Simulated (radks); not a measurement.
Problem. The mean radii <r> (bohr) of the occupied orbitals of an atom or ion are listed with their occupations. Method: Dirac Kohn-Sham, LDA (Slater exchange, Perdew-Wang correlation), spin-unpolarised, spherical densities, finite nucleus; Fermi nuclear charge, rms radius of each element as measured or else 0.836 A^(1/3) + 0.57 fm; computed with a radial shooting solver on a logarithmic mesh with Libxc functionals.

orbital  occ.      <r>
1s1/2       2  0.08118
2s1/2       2   0.3807
2p1/2       2   0.3388
2p3/2       3   0.3411
3s1/2       2    1.127
3p1/2       2    1.176
3p3/2       1    1.181
3d3/2       1    1.269

Name the element and its charge. Open shells, if any, fill j = l - 1/2 first.

Solution. Z = 19, potassium, charge +4: K4+ in [He] 2s2 2p5 3s2 3p3 3d1. The 1s radius gives Z: for a bare nucleus <r> = (2 gamma + 1)/(2Z) with gamma = sqrt(1 - (Z/c)^2), 0.07844 bohr for Z = 19, and screening makes it slightly larger (0.08118 here). The occupations add up to 15, and the charge is Z minus that.
